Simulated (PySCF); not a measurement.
Isomers of C6H11ClOSi2, mass 190.004 u with the commonest isotopes. Method used: PBE0/pcSseg-1 in PySCF (dipole) on a GFN2-xTB geometry, gas phase. One conformer each, none proved a minimum here; rigid rotors.

Question: Order these by rotational constant C, smallest first.
A. `[CH:1]#[C:2][C@@H:3]1[CH2:4][CH2:5][Si@@:6]([Cl:7])([O:8][SiH3:9])[CH2:10]1` with C5–Si6–O8–Si9 -83°, C2–C3–C4–C5 -69°, C3–C4–C5–Si6 -37°, C4–C5–Si6–Cl7 133°, C5–Si6–C10–C3 15°
B. `[CH:1]#[C:2][Si@@:3]1([Cl:4])[CH2:5][CH2:6][CH2:7][Si@@H:8]([OH:9])[CH2:10]1` with C7–Si8–O9–H -59°, C2–Si3–C5–C6 176°, Si3–C5–C6–C7 -67°, C5–C6–C7–Si8 67°, C6–C7–Si8–O9 -169°
C. `[CH3:1][C:2]#[C:3][SiH2:4]/[CH:5]=[CH:6]/[Si@@H:7]([Cl:8])[O:9][CH3:10]` with C3–Si4–C5–C6 -108°, C5–C6–Si7–Cl8 78°, C6–Si7–O9–C10 -170°

Answer: C (242.9 MHz), A (463.4 MHz), B (522.3 MHz).

Question: Order these by rotational constant B, smallest first.
A. `[CH3:1][C:2]#[C:3][SiH2:4]/[CH:5]=[CH:6]/[Si@@H:7]([Cl:8])[O:9][CH3:10]` with C3–Si4–C5–C6 -108°, C5–C6–Si7–Cl8 78°, C6–Si7–O9–C10 -170°
B. `[CH3:1][Si@H:2]([SiH2:3][CH2:4][Cl:5])[c:6]1[cH:7][cH:8][cH:9][o:10]1` with C1–Si2–Si3–C4 167°, Si2–Si3–C4–Cl5 57°, C1–Si2–C6–C7 -111°
C. `[CH:1]#[C:2][C@@H:3]1[CH2:4][CH2:5][Si@@:6]([Cl:7])([O:8][SiH3:9])[CH2:10]1` with C5–Si6–O8–Si9 -83°, C2–C3–C4–C5 -69°, C3–C4–C5–Si6 -37°, C4–C5–Si6–Cl7 133°, C5–Si6–C10–C3 15°

Answer: A (266.1 MHz), C (556.6 MHz), B (692.2 MHz).

Question: Order these by dipole moment, largest first.
A. `[CH3:1][Si@H:2]([SiH2:3][CH2:4][Cl:5])[c:6]1[cH:7][cH:8][cH:9][o:10]1` with C1–Si2–Si3–C4 167°, Si2–Si3–C4–Cl5 57°, C1–Si2–C6–C7 -111°
B. `[CH3:1][C:2]#[C:3][SiH2:4]/[CH:5]=[CH:6]/[Si@@H:7]([Cl:8])[O:9][CH3:10]` with C3–Si4–C5–C6 -108°, C5–C6–Si7–Cl8 78°, C6–Si7–O9–C10 -170°
C. `[CH:1]#[C:2][C@@H:3]1[CH2:4][CH2:5][Si@@:6]([Cl:7])([O:8][SiH3:9])[CH2:10]1` with C5–Si6–O8–Si9 -83°, C2–C3–C4–C5 -69°, C3–C4–C5–Si6 -37°, C4–C5–Si6–Cl7 133°, C5–Si6–C10–C3 15°

Answer: B (2.40 D), C (1.80 D), A (1.26 D).

| SMILES | point group | Ia (u·Å²) | Ib (u·Å²) | Ic (u·Å²) | κ | μa (D) | μb (D) | μc (D) |
| --- | --- | --- | --- | --- | --- | --- | --- | --- |
| C#C[C@@H]1CC[Si@@](Cl)(O[SiH3])C1 | C1 | 347.16 | 908.02 | 1090.64 | -0.81 | 0.62 | 1.68 | 0.17 |
| CC#C[SiH2]/C=C/[Si@@H](Cl)OC | C1 | 327.33 | 1899.34 | 2080.85 | -0.96 | 0.96 | 2.11 | 0.63 |
| C#C[Si@@]1(Cl)CCC[Si@@H](O)C1 | C1 | 418.45 | 922.60 | 967.56 | -0.93 | 1.66 | 0.04 | 1.84 |
| C[Si@H]([SiH2]CCl)c1ccco1 | C1 | 526.25 | 730.11 | 1075.07 | -0.09 | 0.16 | 1.22 | 0.25 |
